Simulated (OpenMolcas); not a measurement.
Fe2+ (d6) in a complex was computed by SS-CASPT2, IPEA 0.25 Eh, imaginary shift 0.1 Eh with the d shell active (OpenMolcas, ANO-RCC-VDZP on the metal). Its lowest spin-free states, and all those of the highest spin:

```csv
2S+1,Degeneracy,E (cm-1)
5,1,0
5,1,2960
5,2,5460
5,1,6550
3,1,18750
3,2,19540
3,1,20250
3,1,20370
3,2,20910
3,1,21640
3,1,22690
3,1,22700
```

Question: Is the site octahedral, tetrahedral or cube-like, axial, or of lower symmetry?

Answer: The states with 2S+1 = 5 have orbital degeneracies 1, 1, 2, 1. There are pairs but no triples, so the site is axial: not cubic, but with a proper or improper axis of order three or more. The run had Fe2+ with 4 ligands (water) in tetrahedral coordination (D2d) at 2 Å. Ligand basis ANO-RCC-VDZP.

A single d shell leaves out the double-shell effect, which counts most for late 3d ions, where the CASPT2 field can be off either way by tens of per cent. Ligand-to-metal charge-transfer states are missing. For late 3d ions with one d shell CASPT2 can put B and the spin-flip bands somewhat low as well as high. With one d shell and no ligand orbital active, 10Dq can be off by tens of per cent for divalent 3d ions, low with halides held by bare charges and at times high in hosts, and the orbital part of g and χT goes as 1/10Dq. Free-ion shares, where given, are those of the reference states; single-state CASPT2 does not remix them. No measured value stands beside these numbers; the geometry is a model, was not optimised and need not be the one that this ion takes.
